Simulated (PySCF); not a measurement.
A structure optimised at B3LYP-D3(BJ)/def2-SVP, used in a PySCF frequency run:

```xyz
8

Zr     0.0000     0.0000    -0.2678
F      0.0000     0.0000    -2.1742
S      1.6587    -1.5372     0.6495
H      2.5625    -1.1750    -0.2992
S      0.5019     2.2051     0.6495
H     -0.2636     2.8067    -0.2992
S     -2.1606    -0.6679     0.6495
H     -2.2989    -1.6317    -0.2992
```

Task: Write its SMILES, formula and point group.

Result: [F][Zr]([SH])([SH])[SH], FH3S3Zr, C3

Task: What are its rotational constants (standard atomic weights)?

Result: 1.2792, 1.2792, 0.97958 GHz
